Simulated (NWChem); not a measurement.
Molecule: MoNHOBrF; SMILES [NH]=[Mo](=[O])([F])[Br]

No frequency run checked for a minimum. def2 effective core potentials on Mo; no spin-orbit coupling.

### Question
Give the equilibrium geometry at PBE0/def2-SVP with def2 effective core potentials on Mo (NWChem) as a list of bonds and angles, with the point group.

### Answer
point group C1; any orientation.
Bonds (Å): Mo1–O2 1.662, Mo1–N3 1.712, Mo1–F5 1.847, Mo1–Br6 2.419, N3–H4 1.021. Angles (°): O2–Mo1–N3 107.3, O2–Mo1–F5 111.2, O2–Mo1–Br6 108.8, N3–Mo1–F5 108.5, N3–Mo1–Br6 107.4, F5–Mo1–Br6 113.4, Mo1–N3–H4 146.4.
